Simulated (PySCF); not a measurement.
W(O)2(F)2 anion (F₂O₂W), SMILES [O]=[W](=[O])([F])[F] (connectivity only; charge and spin as stated), charge -1, multiplicity 2. Atoms are numbered in the order given.

```xyz
5

W      0.0000     0.0000     0.1046
O      0.0000     1.4530     1.0743
O      0.0000    -1.4530     1.0743
F      1.2883     0.0000    -1.3851
F     -1.2883     0.0000    -1.3851
```
Charge -1, spin multiplicity 2.

Geometry: B3LYP-D3(BJ)/def2-SVPD. The spin state was assumed, not searched. The isomer is the one that the SMILES or the coordinates give; other isomers of the formula were not compared. The def2 effective core potentials stand for the cores of W; spin–orbit coupling is left out.

Computed with PBE/def2-SVPD in PySCF.

Mulliken values depend strongly on the basis, most of all with diffuse functions as here. ESP charges are fitted to the potential on shells at 1.4 to 2.0 van der Waals radii. Atomic charges (e):

```
atom  ESP fit  Mulliken  Mulliken spin
----  -------  --------  -------------
W1        [?]      1.66           1.13
O2        [?]     -0.71          -0.06
O3        [?]     -0.71          -0.06
F4        [?]     -0.62           0.00
F5        [?]     -0.62           0.00
```

### Question
Some entries are withheld; supply them. (The exact figures need the calculation; the answer reports its results.)

### Answer

- W1, ESP fit: 1.09
- O2, ESP fit: -0.62
- O3, ESP fit: -0.62
- F4, ESP fit: -0.43
- F5, ESP fit: -0.43
